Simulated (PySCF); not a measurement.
Isomers of C8H8, mass 104.063 u with the commonest isotopes. Method used: PBE0-D3(BJ)/def2-SVP geometry optimisation, gas phase in PySCF. One conformer each, none proved a minimum here; rigid rotors.

**Question.** Order these by rotational constant C, largest first.
A. `[CH:1]#[C:2][C:3]1([C:4]#[CH:5])[CH2:6][CH2:7][CH2:8]1` with C2–C3–C6–C7 137°, C3–C6–C7–C8 -19°, C6–C7–C8–C3 19°, C2–C3–C8–C7 -137°
B. `C=CC#CC=C1CC1`
C. `[CH2:1]=[CH:2][c:3]1[cH:4][cH:5][cH:6][cH:7][cH:8]1` with C1–C2–C3–C4 0°

**Answer.** A (1390 MHz), C (1189 MHz), B (715.4 MHz).

**Question.** Order these by out-of-plane moment Σ m c² = (Ia + Ib − Ic)/2, largest first.
A. `[CH2:1]=[CH:2][c:3]1[cH:4][cH:5][cH:6][cH:7][cH:8]1` with C1–C2–C3–C4 0°
B. `[CH:1]#[C:2][C:3]1([C:4]#[CH:5])[CH2:6][CH2:7][CH2:8]1` with C2–C3–C6–C7 137°, C3–C6–C7–C8 -19°, C6–C7–C8–C3 19°, C2–C3–C8–C7 -137°
C. `C=CC#CC=C1CC1`

**Answer.** B (39.44 u·Å²), C (3.42 u·Å²), A (0.00 u·Å²).

**Question.** Order these by radius of gyration √(Σ m r²/M), largest first.
A. `[CH2:1]=[CH:2][c:3]1[cH:4][cH:5][cH:6][cH:7][cH:8]1` with C1–C2–C3–C4 0°
B. `C=CC#CC=C1CC1`
C. `[CH:1]#[C:2][C:3]1([C:4]#[CH:5])[CH2:6][CH2:7][CH2:8]1` with C2–C3–C6–C7 137°, C3–C6–C7–C8 -19°, C6–C7–C8–C3 19°, C2–C3–C8–C7 -137°

**Answer.** B (2.612 Å), A (2.021 Å), C (1.968 Å).

```
        SMILES  point group  Ia (u·Å²)  Ib (u·Å²)  Ic (u·Å²)      κ  μa (D)  μb (D)  μc (D)
   C=Cc1ccccc1           Cs      97.57     327.49     425.05  -0.82    0.15    0.01    0.00
C#CC1(C#C)CCC1           Cs     200.92     241.41     363.45   0.25    0.68    0.64    0.00
 C=CC#CC=C1CC1      near Cs      76.70     636.62     706.47  -0.97    0.74    0.47    0.00
```
